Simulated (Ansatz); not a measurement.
Ansatz (an electronic-structure program) input (CCSD(T)/aug-cc-pVDZ):

Ansatz 0.2 input:
```yaml
crystal:
  periodic: [false, false, false]
  atoms:
    - {symbol: O, position_ang: [-1.20865748, -0.76389175, -0.02986086]}
    - {symbol: B, position_ang: [-0.04392350, -0.02776039, -0.00108517]}
    - {symbol: O, position_ang: [-0.19589077, 1.32381661, 0.13294235]}
    - {symbol: O, position_ang: [1.11595131, -0.74232296, -0.11021152]}
    - {symbol: H, position_ang: [0.59972762, 1.85068936, 0.02230521]}
    - {symbol: H, position_ang: [1.92866542, -0.25270266, 0.04016078]}
basis:
  gaussian:
    orbitals: aug-cc-pVDZ
magnetization: {spin_polarized: true, initial_magnetization: 1}
correlation: {method: ccsd_t, electrons: outside_noble_gas}
output: {forces: true}
```

End of the output:

```
mean field evaluation 8: about -6818.8765 eV, gradient 2.0e-1 eV
mean field evaluation 16: about -6817.8788 eV, gradient 1.7e1 eV
mean field evaluation 32: about -6818.8845 eV, gradient 2.5e-3 eV
mean field evaluation 64: about -6818.3246 eV, gradient 4.6e-1 eV
mean field -6818.88454104 eV, -250.5893848773 hartree, gradient 3.0e-6 eV, S^2 0.756976; 5 other end points of the search recorded, 0 dependent functions left out
determinant -6818.88454104 eV, -250.5893848773 hartree, with singles and doubles -6836.46149922 eV, -251.2353261762 hartree
determinant -6818.32539041 eV, -250.5688364707 hartree, with singles and doubles -6835.92846458 eV, -251.2157375147 hartree
determinant -6818.88454104 eV, -250.5893848773 hartree, with singles and doubles -6836.48752709 eV, -251.2362826829 hartree
determinant -6818.32539041 eV, -250.5688364707 hartree, with singles and doubles -6835.95702336 eV, -251.2167870303 hartree
4 core orbitals not correlated
reference -6818.88454104 eV, -250.5893848773 hartree; 12, 11 occupied and 94, 95 virtual orbitals, 1053 factors
densities: 1.87 GiB planned
second order -16.96623811 eV of doubles, -0.00000000 eV of singles
coupled cluster: 1.21 GiB planned
cycle   1  -17.60298736 eV  change   -1.3e-6 eV  update   3.7e-6
cycle   2  -17.60298816 eV  change   -8.0e-7 eV  update   2.4e-6
cycle   3  -17.60298926 eV  change   -1.1e-6 eV  update   1.6e-6
cycle   4  -17.60298970 eV  change   -4.4e-7 eV  update   5.4e-7
cycle   5  -17.60298978 eV  change   -7.7e-8 eV  update   3.1e-7
cycle   6  -17.60298967 eV  change    1.0e-7 eV  update   1.9e-7
perturbative correction -0.48988353 eV, -0.0180028877 hartree
the calculation of the forces begins
Total energy: -6836.97741425 eV, -251.2542857038 hartree
Atom 0 at    -1.208657    -0.763892    -0.029861 Å, force    -0.609548    -0.385244    -0.015059 eV/Å
Atom 1 at    -0.043923    -0.027760    -0.001085 Å, force     0.236834     0.149683     0.005851 eV/Å
Atom 2 at    -0.195891     1.323817     0.132942 Å, force    -0.343788     0.657941     0.091561 eV/Å
Atom 3 at     1.115951    -0.742323    -0.110212 Å, force     0.449932    -0.590856    -0.088939 eV/Å
Atom 4 at     0.599728     1.850689     0.022305 Å, force     0.177498     0.014904    -0.012589 eV/Å
Atom 5 at     1.928665    -0.252703     0.040161 Å, force     0.089072     0.153573     0.019175 eV/Å
Dipole moment:     0.658771     0.416354     0.016275 e Å
```

It need not be the lowest isomer of its formula.
